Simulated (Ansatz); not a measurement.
Ansatz (an electronic-structure program) input (CCSD(T)/aug-cc-pV(D+d)Z):
A basis named .json is the Basis Set Exchange file of that set.

Ansatz 0.2 input:
```yaml
crystal:
  periodic: [false, false, false]
  atoms:
    - {symbol: C, position_ang: [-1.15705442, 0.06657306, -0.33124064]}
    - {symbol: F, position_ang: [-1.77104671, -0.89282461, -1.01327354]}
    - {symbol: F, position_ang: [-1.64448892, 0.17430921, 0.89059999]}
    - {symbol: C, position_ang: [0.31696653, 0.10632417, -0.49266213]}
    - {symbol: Cl, position_ang: [1.10543096, -1.31862199, 0.31483041]}
    - {symbol: Cl, position_ang: [0.96583694, 1.63616171, 0.13174369]}
    - {symbol: H, position_ang: [0.56879397, 0.03108005, -1.54428130]}
basis:
  gaussian:
    orbitals: aug-cc-pV_D+d_Z.json
magnetization: {spin_polarized: true, initial_magnetization: 1}
correlation: {method: ccsd_t, electrons: outside_noble_gas}
output: {forces: true}
```

End of the output:

```
cycle  11  -27.18450949 eV  change   -1.5e-6 eV  update   2.1e-5
cycle  12  -27.18452284 eV  change   -1.3e-5 eV  update   8.6e-6
cycle  13  -27.18452798 eV  change   -5.1e-6 eV  update   3.7e-6
cycle  14  -27.18452987 eV  change   -1.9e-6 eV  update   1.7e-6
perturbative correction -0.89333441 eV, -0.0328294342 hartree
the calculation of the forces begins
Total energy: -32523.41807235 eV, -1195.2135689942 hartree
Atom 0 at    -1.157054     0.066573    -0.331241 Å, force     0.031358     0.646888    -0.383572 eV/Å
Atom 1 at    -1.771047    -0.892825    -1.013274 Å, force    -0.337821    -0.650969    -0.392830 eV/Å
Atom 2 at    -1.644489     0.174309     0.890600 Å, force    -0.268652     0.025951     0.828496 eV/Å
Atom 3 at     0.316967     0.106324    -0.492662 Å, force     0.476488    -0.131016     0.353453 eV/Å
Atom 4 at     1.105431    -1.318622     0.314830 Å, force    -0.043589     0.030094     0.016967 eV/Å
Atom 5 at     0.965837     1.636162     0.131744 Å, force     0.044616     0.107298     0.080083 eV/Å
Atom 6 at     0.568794     0.031080    -1.544281 Å, force     0.097599    -0.028246    -0.502596 eV/Å
Dipole moment:     0.060206     0.077176    -0.259217 e Å
```

It need not be the lowest isomer of its formula.
